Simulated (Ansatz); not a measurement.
Consider the redistribution: `[OH][Ga]([Cl])[O][SiH3]` + `[Cl][Ti]([Cl])([Cl])[Cl]` → `[SiH3][O][Ga]([Cl])[Cl]` + `[OH][Ti]([Cl])([Cl])[Cl]`.

Computed with Ansatz on PBE0-D4/def2-TZVP structures; ΔE is electronic, products minus reactants. CBS: MP2 limit from def2 TZ/QZ plus the TZ coupled-cluster correction, frozen cores. DFT in def2-TZVPP. B3LYP here is the variant with VWN-RPA as its local correlation; programs differ in this. For Ga, Ti outer-core shells are correlated without core-valence functions, which leaves a few kJ/mol of doubt a bond. Scalar relativity is left out up to krypton. Each species was taken in one conformer, which may not be the lowest.

`[OH][Ga]([Cl])[O][SiH3]`:

```xyz
9

O     1.124   -1.361   -2.386
Ga   -0.028   -0.517   -1.352
Cl   -1.959   -0.057   -2.080
O     0.442   -0.063    0.288
Si   -0.237    0.702    1.569
H     1.966   -1.515   -1.950
H    -0.542    2.120    1.237
H    -1.498    0.030    1.982
H     0.732    0.660    2.692
```

`[Cl][Ti]([Cl])([Cl])[Cl]`:

Z-matrix (Å, degrees):
```
Ti
Cl 1 2.162
Cl 1 2.162 2 109.5
Cl 1 2.162 2 109.5 3 120.0
Cl 1 2.162 2 109.5 3 -120.0
```

`[SiH3][O][Ga]([Cl])[Cl]`:

Cartesian coordinates in Å:
```
Si 0.728 1.082 0.651
O -0.017 -0.377 0.551
Ga -0.858 -1.363 -0.629
Cl -1.119 -0.672 -2.612
Cl -1.601 -3.244 -0.031
H 0.397 1.930 -0.526
H 2.198 0.882 0.707
H 0.272 1.761 1.889
```

`[OH][Ti]([Cl])([Cl])[Cl]`:

```xyz
6

O     0.482    1.255   -0.364
Ti   -0.043   -0.366    0.014
Cl    1.081   -1.793   -1.190
Cl    0.281   -0.746    2.135
Cl   -2.175   -0.541   -0.402
H     0.375    2.191   -0.193
```

| level | ΔE (eV) |
| --- | --- |
| r2SCAN-D4 | -0.38 |
| PBE0-D4 | -0.43 |
| PBE | -0.37 |
| B3LYP | -0.42 |
| SCS-MP2/def2-QZVPP | -0.29 |
| HF/CBS(def2) | -0.59 |
| MP2/CBS(def2) | -0.24 |
| CCSD/CBS(def2) | -0.44 |

Task: What does CCSD(T)/CBS give? (An estimate is asked.)

Result: Ansatz gave: -0.35 eV. The listed levels differ from it by -0.03, -0.08, -0.02, -0.07, 0.06, -0.24, 0.11, -0.09 eV.

Largest T1 diagnostic among the species: 0.025, so the coupled-cluster value is less sure than usual.

In def2-TZVPP, CCSD(T) changes the Hartree–Fock value by +0.25 eV (the triples alone add +0.09 eV) and MP2 by +0.37 eV. From PBE to PBE0 (25 % exact exchange), in def2-TZVPP and without D4, ΔE moves by −0.07 eV.
